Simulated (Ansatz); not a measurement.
ZrO₂ (the lowest singlet isomer of a short search) was relaxed with PBE0-D4 (def2-TZVP) in Ansatz in these states: charge +1 doublet, neutral quintet, neutral singlet, neutral triplet. The geometries follow in no particular order.

In the def2 sets Zr takes a core potential; there is no spin–orbit coupling.

A:

```xyz
3

Zr    0.2129   -0.2186   -0.7524
O    -0.2350   -1.1317    0.7005
O     0.0220    1.3504    0.0520
```

B:

```xyz
3

Zr    0.4453    0.1823    0.0017
O     0.4151   -1.6418   -0.7964
O    -0.8604    1.4595    0.7948
```

C:

Cartesian coordinates in Å:
```
Zr -0.6664 0.4524 -0.0185
O 0.7439 0.4242 1.1183
O -0.0775 -0.8767 -1.0997
```

D:

Cartesian coordinates in Å:
```
Zr -0.335 -0.425 0.429
O -0.902 0.112 -1.150
O 1.237 0.313 0.721
```

Question: Judge from the bond lengths which geometry belongs to which state (an estimate).

Answer: A is the charge +1 doublet (Zr1–O3 1.773 Å, Zr1–O2 1.773 Å); B is the neutral quintet (Zr1–O3 1.991 Å, Zr1–O2 1.991 Å); C is the neutral triplet (Zr1–O3 1.812 Å, Zr1–O2 1.812 Å); D is the neutral singlet (Zr1–O3 1.761 Å, Zr1–O2 1.761 Å).

At PBE0-D4/def2-TZVP a singlet lies 5.26 eV below the neutral quintet. At PBE0-D4/def2-TZVP a singlet lies 1.91 eV below the neutral triplet. These are the stationary points nearest to one start from a short search; other shapes may lie lower in each state.
